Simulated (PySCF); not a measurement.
# Polarisability and C₆ of Mg⁺ (magnesium, charge +1)

[Ne] 3s1, 2S determinant. Calculation: PySCF 2.14, in def2-QZVPPD (9s5p5d2f, 63 functions); no relativity, point nucleus. Coupled (time-dependent) response in atomic units; α is the mean over directions.

```
 method  mean α (bohr³)  C₆ (like pair)  S(−4)
    UHF           38.79           179.5   1597
    PBE           33.74           145.6   1221
   PBE0           35.22           155.1   1328
r2SCANh           35.76           162.4   1309
   BLYP           30.22           123.9  977.5
```

S(−4) is the Cauchy moment in α(ω) = α(0) + S(−4) ω² + …

α(iu) at PBE0:

```tsv
u (hartree)	α(iu) (bohr³)
0	35.22
0.0500	32.19
0.100	25.62
0.200	14.25
0.300	8.356
0.500	3.820
0.750	2.047
1.00	1.358
1.50	0.8097
2.00	0.5793
3.00	0.3626
5.00	0.1887
```

A single London oscillator, α(iu) = α/(1 + u²/ω²), gives C₆ = (3/4) ω α². Matching the computed C₆ needs ω = 4 × 155.1 / (3 × 35.22²) = 0.167 hartree.

For an ion, C₆ is the dispersion term alone; charge-induced terms of lower order in 1/R come first.
